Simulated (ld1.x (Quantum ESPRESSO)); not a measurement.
**Which change was made? (V, TM)**

```json
{
  "Element": "vanadium",
  "Generator": "ld1.x (Quantum ESPRESSO) 7.5",
  "Type": "norm-conserving Troullier–Martins (Kleinman–Bylander form)",
  "Functional": "PBE",
  "Relativity": "scalar-relativistic",
  "Frozen core": "[Ne]",
  "Valence charge": "13",
  "Reference configuration": "3s2 3p6 3d4 4s1 4p0",
  "Partial waves": "3p (bound): rc 1.45 bohr; 3d (bound): rc 1.65 bohr; 3s (bound): rc 1.00 bohr",
  "Local potential": "the s channel",
  "Core correction": "none"
}
```

Occupied shells without a wave of their own: 4s. They enter only through the test configuration that unscreens the potential.

Cutoffs, loose and tight: the cutoffs (Ry, on a coarse ladder) from which the occupation-weighted sum of valence levels, in a spherical-Bessel basis at the reference potential, stays within 10 and 1 mRy of its value at 400 Ry. They do not see the model core or the augmentation charge, which bear on the density cutoff. Test errors are all-electron minus pseudo excitation energies from the reference, over the configurations 3s2 3p6 3d3 4s2 4p0; 3s2 3p6 3d3 4s1 4p0; 3s2 3p6 3d3 4s0 4p0; 3s2 3p6 3d2 4s0 4p0; 3s2 3p6 3d3.5 4s1.5 4p0; 3s2 3p6 3d2 4s2 4p1; 3s2 3p6 3d3 4s1 4p1; variants that change the core or the reference have their own tests.

The base gives: outcome: generated; cutoff, loose: 140 Ry; cutoff, tight: 230 Ry; bound ghosts: none; largest test error (meV): +168.

Task: After one change the result is: outcome: generated; cutoff, loose: 230 Ry; cutoff, tight: 300 Ry; bound ghosts: none; largest test error (meV): +109. Which change was it?
A. all radii scaled by about 0.82 (s 0.82, p 1.20, d 1.36 bohr)
B. all radii scaled by about 1.28 (s 1.28, p 1.86, d 2.12 bohr)
C. all radii scaled by about 0.74 (s 0.74, p 1.08, d 1.22 bohr)
D. all radii scaled by about 1.16 (s 1.16, p 1.68, d 1.90 bohr)

Result: C. The others give: all radii scaled by about 0.82 (s 0.82, p 1.20, d 1.36 bohr) → outcome: generated; cutoff, loose: 140 Ry; cutoff, tight: 260 Ry; bound ghosts: none; largest test error (meV): +98 | all radii scaled by about 1.28 (s 1.28, p 1.86, d 2.12 bohr) → outcome: generated, misses its reference levels by 0.19 eV; cutoff, loose: 80 Ry; cutoff, tight: 110 Ry; bound ghosts: none; largest test error (meV): +649 | all radii scaled by about 1.16 (s 1.16, p 1.68, d 1.90 bohr) → outcome: generated; cutoff, loose: 100 Ry; cutoff, tight: 140 Ry; bound ghosts: none; largest test error (meV): +377.
